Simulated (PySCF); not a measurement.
PySCF 2.14 output of a UHF calculation on a single atom or ion in def2-TZVP with the def2 core potential (60 electrons) (6s4p3d1f, 40 functions), with a scalar-relativistic core potential:

```
SCF conv_tol = 1e-09
number electrons alpha = 9  beta = 5
cycle= 1 E= -66.3167821328984  delta_E= -0.00318  |g|= 0.0154  |ddm|= 0.0489
cycle= 2 E= -66.3171896011463  delta_E= -0.000407  |g|= 0.00697  |ddm|= 0.025
cycle= 3 E= -66.3174101127999  delta_E= -0.000221  |g|= 0.00432  |ddm|= 0.0235
cycle= 4 E= -66.317559234392  delta_E= -0.000149  |g|= 0.000615  |ddm|= 0.0387
cycle= 5 E= -66.3175606019208  delta_E= -1.37e-06  |g|= 0.000195  |ddm|= 0.00348
cycle= 6 E= -66.3175606690817  delta_E= -6.72e-08  |g|= 4.9e-05  |ddm|= 0.001
cycle= 7 E= -66.3175606736893  delta_E= -4.61e-09  |g|= 1.46e-05  |ddm|= 0.0004
cycle= 8 E= -66.3175606740502  delta_E= -3.61e-10  |g|= 2.14e-06  |ddm|= 0.000116
converged SCF energy = -66.3175606740502  <S^2> = 6.0341753  2S+1 = 5.0136515
```

The run itself started from symmetry-adapted Hartree-Fock orbitals and held the occupation by maximum overlap, so the iterations belong to that start.

Q: Which element, charge and spin multiplicity is this?

A: W (tungsten, neutral), multiplicity 5; the state was [Xe] 4f14 5d4 6s2, high-spin 5D determinant.

Energies and moments cover only the electrons outside the core potential. Spin-orbit coupling, absent here, splits the open shell strongly.
